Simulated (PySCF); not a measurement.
**In: ionisation energy**

In [Kr] 4d10 5s2 5p1 (2P) → In⁺ [Kr] 4d10 5s2 (1S), as a difference of total energies. Computed with PySCF 2.14 in ANO-RCC-VTZP (7s6p4d2f1g, 68 functions), with the spin-free X2C one-electron Hamiltonian (Gaussian nucleus). Correlated levels: valence: [Kr] 4d10 frozen. The calculations carry no spin-orbit coupling.

```
           method  ionisation energy (eV)
              UHF                   5.218
    MP2 (valence)                   5.374
SCS-MP2 (valence)                   5.356
   CCSD (valence)                   5.426
CCSD(T) (valence)                   5.441
```

How much does correlation contribute at CCSD(T) (valence)?

5.441 − (5.218) = 0.223 eV, measured against UHF.

A first-order spin-orbit estimate (lowest level to lowest level, LS coupling) adds 0.165 eV.

Errors of the correlated levels include the incompleteness of this basis and the frozen core.

For comparison: 5.786 eV (measured; NIST Atomic Spectra Database, ionization energies).
